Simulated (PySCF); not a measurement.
Compound: C3H10OSi.
SMILES: `C[Si](C)(C)O`

Method: wB97X-D/def2-SVPD in PySCF (dipole) on a GFN2-xTB geometry, gas phase.

Take the most abundant isotopes and a rigid rotor. 

**Question.** Give the principal moments of inertia and the rotational constants in MHz.

**Answer.** Ia = 150.47, Ib = 154.29, Ic = 167.46 u·Å²; 505379 MHz·u·Å²/I gives A = 3359, B = 3275, C = 3018 MHz.

**Question.** Classify the top.

**Answer.** An asymmetric top: κ = (2 × 3275 − 3359 − 3018)/(3359 − 3018) = 0.51.

**Question.** Is it planar, by Δ = Ic − Ia − Ib?

**Answer.** Not planar: Δ = Ic − Ia − Ib = -137.30 u·Å². For a rigid frame Δ = −2 Σ m c², so Σ m c² = 68.65 u·Å² lies off the ab plane: 14.48 from hydrogen and 54.17 from heavier atoms. The atom farthest from that plane is 2.27 Å away.

**Question.** Give the other two planar moments, Paa and Pbb, and the rms extents of the mass along the axes.

**Answer.** Paa = Σ m a² = (Ib + Ic − Ia)/2 = 85.64 and Pbb = Σ m b² = (Ia + Ic − Ib)/2 = 81.82 u·Å². With the mass M = 90.05 u, the rms extents √(P/M) along a, b and c are 0.98, 0.95, 0.87 Å.

**Question.** Give the coordinates in the principal-axis frame, origin at the centre of mass.

**Answer.** The sense of each axis is arbitrary; atoms in the order of the calculation.
```csv
atom,mass (u),a (Å),b (Å),c (Å)
C1,12.000,1.034,-1.551,0.426
Si2,27.977,0.007,0.000,0.004
C3,12.000,-1.666,-0.007,0.900
C4,12.000,1.024,1.556,0.432
O5,15.995,-0.411,0.002,-1.582
H6,1.008,1.261,-1.607,1.486
H7,1.008,1.981,-1.563,-0.108
H8,1.008,0.500,-2.458,0.160
H9,1.008,-2.252,0.868,0.636
H10,1.008,-1.541,-0.009,1.977
H11,1.008,-2.248,-0.883,0.632
H12,1.008,1.257,1.606,1.491
H13,1.008,1.968,1.578,-0.107
H14,1.008,0.481,2.460,0.173
H15,1.008,0.251,0.003,-2.269
```

**Question.** Predict some low-J microwave lines.

**Answer.** The dipole components are |μa| = 1.28 D, |μb| = 0.00 D, |μc| = 0.09 D; the mirror of this Cs structure is the ac plane, so μb vanishes by symmetry and there are no b-type lines. Intensities carry the squares of the components, which stand as 1.00 : 0.01 (a : c). Some lines, for components of 0.1 D or more:

| type | branch | J(Ka,Kc) | MHz | lower level (cm⁻¹) |
| --- | --- | --- | --- | --- |
| a | Q | 3(2,1) ← 3(2,2) | 660 | 1.288 |
| a | Q | 2(1,1) ← 2(1,2) | 772 | 0.624 |
| a | Q | 3(1,2) ← 3(1,3) | 1424 | 1.238 |
| a | R | 1(0,1) ← 0(0,0) | 6293 | 0.000 |
| a | R | 2(1,2) ← 1(1,1) | 12329 | 0.213 |
| a | R | 2(0,2) ← 1(0,1) | 12395 | 0.210 |
| a | R | 2(1,1) ← 1(1,0) | 12844 | 0.221 |
| a | R | 3(1,3) ← 2(1,2) | 18397 | 0.624 |
| a | R | 3(0,3) ← 2(0,2) | 18412 | 0.623 |
| a | R | 3(2,2) ← 2(2,1) | 18880 | 0.658 |
| a | R | 3(1,2) ← 2(1,1) | 19049 | 0.650 |
| a | R | 3(2,1) ← 2(2,0) | 19349 | 0.664 |

**Question.** Estimate the classical rotational partition function at 10 K, 25 K and 100 K.

**Answer.** Point group Cs, symmetry number σ = 1; q = (√π/σ)·√((kT/h)³/(ABC)), k/h = 20836.6 MHz/K: 925 at 10 K, 3660 at 25 K, 29300 at 100 K.

No frequency check. Constants of a rigid frame at the computed geometry: no zero-point averaging, no centrifugal distortion. A rigid rotor knows nothing of internal rotation, which can split or shift real lines.

The values belong to the conformer `[CH3:1][Si:2]([CH3:3])([CH3:4])[OH:5]`: H–O5–Si2–C1 -60°.
